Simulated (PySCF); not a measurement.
## [La(H2O)]3+ relaxed at several levels

Computed with PySCF 2.14.0, def2-SVP on the ligands, density fitting, scalar-relativistic core potentials, no spin-orbit coupling, vacuum. Each row is relaxed at its own level from the same template. Distances are means of the shortest metal–ligand contacts, charges and spins Mulliken's; removal energies are rigid, with the ligand's formal charge and no counterpoise, so too large; for an anion taken off a cation in vacuum most of it is the attraction of opposite charges, and multiply charged cations can part far more cheaply with an electron moved from ligand to metal. lcecp potentials hold a fixed number of 4f electrons in the core, out of states, spins and gaps.

```csv
level,basis on the metal,point group,M–H2O (Å),charge on M (e),HOMO–LUMO gap (eV),removal of one H2O (eV),"strongest infrared band, degenerate modes summed (cm⁻¹)",unstable modes (below −25 cm⁻¹)
PBE0,lcecp-1-SVP with ECP46,C2v,2.329,2.62,–,4.46,3458,0
r2SCAN,lcecp-1-SVP with ECP46,C2v,2.339,2.61,–,4.43,–,not given
TPSS,def2-SVP with ECP46,C2v,2.346,2.55,4.84,4.55,–,not given
```

Task: What does the calculation give for PBE0, def2-SVP with ECP46?

Result: point group: C2v, M–H2O (Å): 2.335, charge on M (e): 2.58, HOMO–LUMO gap (eV): 7.30, removal of one H2O (eV): 4.48, strongest infrared band, degenerate modes summed (cm⁻¹): 3467, unstable modes (below −25 cm⁻¹): 0.
```xyz
4

La    0.0000    0.0000   -0.1499
O     0.0000    0.0000    2.1853
H     0.7765    0.0000    2.8095
H    -0.7765    0.0000    2.8095
```

One start shape was tried for each, so a minimum needn't be the lowest isomer.
